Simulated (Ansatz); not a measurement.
Correlation energies of H4NOSb, SMILES `[NH2][SbH][OH]` by basis set

```json
{"atom": "N1", "x (Å)": "-1.1903", "y (Å)": "0.0700", "z (Å)": "0.3571"}
{"atom": "Sb2", "x (Å)": "0.3662", "y (Å)": "0.5459", "z (Å)": "-0.8205"}
{"atom": "O3", "x (Å)": "1.7989", "y (Å)": "-0.0851", "z (Å)": "0.3749"}
{"atom": "H4", "x (Å)": "-1.9686", "y (Å)": "0.7113", "z (Å)": "0.3511"}
{"atom": "H5", "x (Å)": "-1.5102", "y (Å)": "-0.8860", "z (Å)": "0.3842"}
{"atom": "H6", "x (Å)": "0.4445", "y (Å)": "-0.9583", "z (Å)": "-1.6401"}
{"atom": "H7", "x (Å)": "2.0594", "y (Å)": "0.6021", "z (Å)": "0.9933"}
```

The species carries charge 0 and has multiplicity 1. Correlated methods include outer-core shells of Sb, which these sets cover unevenly. Sb: def2 effective core potential. All single points use the PBE0-D4/def2-TZVP geometry. It is one conformer, not always the lowest. Frozen core, restricted reference, Ansatz.

```tsv
basis	HF (Eh)	MP2 corr.
def2-SVP	-370.77581	-0.48580
def2-TZVPP	-370.96760	-0.81649
def2-QZVPP	-370.97795	-1.09240
```

Estimate the CCSD correlation energy and the (T) correction in each basis where they were run (hartree).


```
     basis  CCSD corr.       (T)
  def2-SVP    -0.51320  -0.01335
def2-TZVPP    -0.82082  -0.02843
```
